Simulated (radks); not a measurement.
The numbers below are computed, except where a source is named.
Ionisation of neutral platinum, [Xe] 4f14 5d9 6s1, to Pt+, [Xe] 4f14 5d9, under several functionals. Scalar-relativistic Kohn-Sham, spin-polarised, spherical densities, finite nucleus; open shells are filled with parallel spins first (spin-orbit coupling, left out, can overturn this in heavy ions); a radial shooting solver on a logarithmic mesh with Libxc functionals. The NIST Atomic Spectra Database gives 8.959 eV (measured). Rank these functionals by the error of their Delta-SCF ionisation energy: LDA (Slater exchange, VWN5 correlation); PBE; LDA (Slater exchange, Perdew-Wang correlation); BLYP; B86b exchange with PBE correlation; RPBE; SOGGA; revPBE; XLYP; SCAN; r2SCAN.

Answer. From best to worst: RPBE 9.395 eV (+0.436); revPBE 9.404 eV (+0.445); SOGGA 9.437 eV (+0.478); BLYP 9.481 eV (+0.522); XLYP 9.507 eV (+0.548); PBE 9.508 eV (+0.549); r2SCAN 9.510 eV (+0.552); B86b exchange with PBE correlation 9.530 eV (+0.571); SCAN 9.787 eV (+0.828); LDA (Slater exchange, Perdew-Wang correlation) 9.799 eV (+0.841); LDA (Slater exchange, VWN5 correlation) 9.805 eV (+0.846). Open shells are spherical and high-spin; term and fine-structure splittings are not resolved. Spin-orbit splitting is averaged out at the scalar-relativistic level.
